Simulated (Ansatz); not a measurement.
Reactions of `[SiH3]C[SiH]1CC1`.

Isolated molecules relaxed with PBE0-D4/def2-TZVP in Ansatz; ΔE leaves out vibrations. CCSD(T)/CBS is the MP2 limit (def2-TZVPP, def2-QZVPP) plus CCSD(T) − MP2 in def2-TZVPP, frozen cores. This one scheme is used for every species, atoms too. Functionals use def2-TZVPP. No spin–orbit coupling; open shells (•) take unrestricted orbitals. Spin–orbit coupling would lower the free atoms: a little for C, Si. One conformer a species, not always the lowest.

```tsv
reaction	ωB97X-V (kJ/mol)	MP2/CBS(def2) (kJ/mol)	CCSD/CBS(def2) (kJ/mol)	HF/CBS(def2) (kJ/mol)	CCSD(T)/CBS(def2) (kJ/mol)
`[SiH3]C[SiH]1CC1` + H–F → `FC[SiH]1CC1` + SiH₄	106	140	122	93	125
`[SiH3]C[SiH]1CC1` + CH₃SH → `CS[SiH]1CC1` + `C[SiH3]`	-53	-58	-53	-53	-54
`[SiH3]C[SiH]1CC1` → 3 C• + 10 H• + 2 Si•	5390	5388	5301	4065	5362
`[SiH3]C[SiH]1CC1` + H₂ → `C1C[SiH2]1` + `C[SiH3]`	-18	-7	-19	-43	-14
`[SiH3]C[SiH]1CC1` + PH₃ → `P[SiH]1CC1` + `C[SiH3]`	-21	-23	-21	-18	-22
`[SiH3]C[SiH]1CC1` + H–F → `F[SiH]1CC1` + `C[SiH3]`	-124	-112	-120	-151	-115
`[SiH3]C[SiH]1CC1` + CH₄ → `CC[SiH3]` + `C1C[SiH2]1`	62	70	63	55	65
`[SiH3]C[SiH]1CC1` + HCl → `Cl[SiH]1CC1` + `C[SiH3]`	-90	-89	-89	-104	-87
`[SiH3]C[SiH]1CC1` + BH₃ → `BC[SiH]1CC1` + SiH₄	-25	-25	-21	-5	-26
`[SiH3]C[SiH]1CC1` → `[SiH3][SiH]1CC1` + `[CH2]` (triplet)	480	491	461	328	471
```

Largest T1 diagnostic: 0.013, for PH₃.
